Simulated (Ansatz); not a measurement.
F$_{5}$Si$_{2}$ (SMILES F[Si](F)[Si](F)(F)F), doublet, at a GFN2-xTB geometry. Base run: HF/6-31G* (Ansatz, a first-principles code).

Input for Ansatz:
Ansatz 0.2 input:
```yaml
crystal:
  periodic: [false, false, false]
  atoms:
    - {symbol: F, position_ang: [1.92071283, -1.45494009, -0.00159091]}
    - {symbol: Si, position_ang: [1.29120465, -0.04621676, -0.45500175]}
    - {symbol: F, position_ang: [2.17893296, 0.90363565, 0.49161443]}
    - {symbol: Si, position_ang: [-0.89795116, 0.08724035, 0.05293148]}
    - {symbol: F, position_ang: [-1.64658750, -0.12127352, 1.44202576]}
    - {symbol: F, position_ang: [-1.39908948, 1.52197224, -0.39869112]}
    - {symbol: F, position_ang: [-1.66569646, -0.91320875, -0.90791551]}
basis:
  gaussian:
    orbitals: 6-31G*
hamiltonian:
  xc: hf
magnetization: {spin_polarized: true, initial_magnetization: 1}
```

Variants of this job, named by their change:

```
change                                          ΔE vs base (eV)
----------------------------------------------  ---------------
base                                                       0.00
occupation = up:A':23 A'':14 down:A':23 A'':13             5.01
symmetry_tolerance_ang = 0.01                              0.00
occupation = up:A':25 A'':12 down:A':23 A'':13            11.29
occupation = up:A':24 A'':13 down:A':23 A'':13             0.00
```
